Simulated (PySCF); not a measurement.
trans-1,3,3,3-tetrafluoropropene (C3H2F4), SMILES C(/F)=C\C(F)(F)F. Geometry optimised at B3LYP-D3(BJ)/def2-SVP.

Method: B3LYP-D3(BJ)/def2-SVP (PySCF).

Harmonic wavenumbers (cm⁻¹): 82, 196, 199, 392, 416, 424, 564, 586, 701, 863, 894, 963, 1131, 1194, 1220, 1268, 1330, 1363, 1772, 3212, 3217. Rotational constants (GHz): 5.332, 1.452, 1.426; symmetry number 1.

Task: Work out the zero-point energy and the ideal-gas rigid-rotor harmonic-oscillator thermochemistry at 298.15 K and 1 atm.

Result: ZPE = ½ Σ hcν = ½ × 21987 cm⁻¹ = 131.51 kJ/mol. H − E(el) = 150.63 kJ/mol. Entropy in J/(mol K): translation 167.82, rotation 116.18, vibration 53.76, total 337.76. G − E(el) = 49.93 kJ/mol. Cp = 98.40 J/(mol K). Modes under 150 cm⁻¹ make the vibrational entropy uncertain.
